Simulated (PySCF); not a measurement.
HI2Si, SMILES I[SiH]I (connectivity only; charge and spin as stated), charge +1, multiplicity 1.

Geometry optimised at B3LYP-D3(BJ)/def2-SVP. The spin state was assumed, not searched. The isomer is the one that the SMILES or the coordinates give; other isomers of the formula were not compared. The def2 effective core potentials stand for the cores of I; spin–orbit coupling is left out.

Two levels are set side by side: PBE/def2-TZVPD (PySCF) and CAM-B3LYP/def2-TZVPD (PySCF). Same geometry, gas phase. Differences are taken from unrounded values.

```
quantity                     CAM-B3LYP
---------------------------  ---------
orbital gap (eV)                  6.90
highest occupied level (eV)     -14.36
lowest empty level (eV)          -7.46
mean polarisability (bohr³)       87.8
```

**Question.** What does PBE give, and how far is it from CAM-B3LYP? (Estimate from the structure and the level; the computed values follow.)

**Answer.** 
```csv
quantity,PBE,PBE minus CAM-B3LYP
orbital gap (eV),2.87,-4.03
highest occupied level (eV),-12.04,2.32
lowest empty level (eV),-9.17,-1.71
mean polarisability (bohr³),91.6,3.8
```

PBE's occupied levels lie high since its potential decays too fast outside the molecule; exact exchange lowers them and widens the gap. Loosely held outer electrons make PBE densities more polarisable. Differences between two approximate levels are no errors against the true value.

Rough cost on one machine, each run with all the roots and properties that it gave: CAM-B3LYP against PBE within a factor of 2.
